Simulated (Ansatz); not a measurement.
Computed with Ansatz on PBE0-D4/def2-TZVP structures; ΔE is electronic, products minus reactants. CBS: MP2 limit from def2 TZ/QZ plus the TZ coupled-cluster correction, frozen cores. This one scheme is used for every species, atoms too. Functionals use def2-TZVPP. B3LYP here is the variant with VWN-RPA as its local correlation; programs differ in this. Open shells (•) are unrestricted, without spin–orbit coupling. Spin–orbit coupling would lower the free atoms: a little for Cl, O, Si. Each species was taken in one conformer, which may not be the lowest.

Consider the atomization: `O[SiH](Cl)[Si](O)(O)O` → Cl• + 5 H• + 4 O• + 2 Si•.

(1) What is ΔE at CCSD(T)/CBS? (Estimate.)

(2) What do these levels give: PBE-D4, r2SCAN-D4, PBE0-D4, ωB97X-V, B2PLYP, B3LYP, HF/def2-TZVPP, MP2/def2-TZVPP, CCSD(T)/def2-TZVPP, SCS-MP2/def2-QZVPP, HF/CBS(def2), CCSD/CBS(def2)? (An estimate is asked.)

Largest T1 diagnostic among the species: 0.012.

Results:

(1) Computed: +4704.1 kJ/mol.

(2) Computed: PBE-D4 4725.9, r2SCAN-D4 4680.8, PBE0-D4 4611.8, ωB97X-V 4683.6, B2PLYP 4599.3, B3LYP 4573.9, HF/def2-TZVPP 3272.7, MP2/def2-TZVPP 4691.0, CCSD(T)/def2-TZVPP 4537.9, SCS-MP2/def2-QZVPP 4738.4, HF/CBS(def2) 3287.1, CCSD/CBS(def2) 4624.0 kJ/mol.

The D4 term adds +55.6 kJ/mol with B3LYP and +29.6 kJ/mol with PBE0; it sums over pairs of atoms, weighted by their polarisabilities, and B3LYP, whose exchange is more repulsive, gets the larger term. In def2-TZVPP, CCSD(T) changes the Hartree–Fock value by +1265.2 kJ/mol (the triples alone add +80.1 kJ/mol) and MP2 by +1418.3 kJ/mol; breaking electron pairs costs correlation energy, which Hartree–Fock lacks. From PBE to PBE0 (25 % exact exchange), in def2-TZVPP and without D4, ΔE moves by −109.2 kJ/mol: exact exchange takes away binding that semilocal exchange gives to molecules.

For atomizations the MP2-based limit and the directly extrapolated one differ by several kJ/mol either way, and by 10 to 25 for some Ge, Se and Sn compounds, so smaller differences from it don't rank the levels.
